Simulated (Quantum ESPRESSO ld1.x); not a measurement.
Values are calculated unless marked as measured or tabulated.
Coulomb parameter of the 5d shell of the rhenium ion Re3+ in the model configuration [Xe] 4f14 5d3 6s1, as a second difference U = [E(n + 0.5) + E(n - 0.5) - 2 E(n)] / (0.5)^2 with all orbitals relaxed. "Bare": the charge of the atom changes with n. "Screened": the 6s shell takes up the change at fixed total charge, which measures U(5d,5d) + U(6s,6s) - 2 U(5d,6s). Code: ld1.x of Quantum ESPRESSO 7.5. Model: scalar-relativistic Kohn-Sham, LDA (Slater exchange, VWN5 correlation), spin-unpolarised, spherical densities, point nucleus.

case                   configuration  E - E(n) (eV)
start              [Xe] 4f14 5d3 6s1          0.000
bare +0.5        [Xe] 4f14 5d3.5 6s1        -16.402
bare -0.5        [Xe] 4f14 5d2.5 6s1         19.541
screened +0.5  [Xe] 4f14 5d3.5 6s0.5         -2.186
screened -0.5  [Xe] 4f14 5d2.5 6s1.5          2.460

U(bare) = 12.556 eV, U(screened by 6s) = 1.096 eV, against the Slater integral F0(5d,5d) = 14.977 eV with frozen orbitals.
